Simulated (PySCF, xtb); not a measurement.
Al(Me)(F)2 (CH₃AlF₂), SMILES [CH3][Al]([F])[F].

GFN2-xTB in xtb at its own geometry gives an orbital gap of 4.76 eV and a dipole moment of 3.48 D.

The structure is a stationary point at B3LYP-D3(BJ)/def2-SVP. The isomer is the one that the SMILES or the coordinates give; other isomers of the formula were not compared.

Question: What does M06-2X/def2-TZVPD in PySCF give? (The exact figures need the calculation; the answer reports its results.)

Answer: gap 9.99 eV (levels -10.65 and -0.67 eV), dipole 2.48 D.
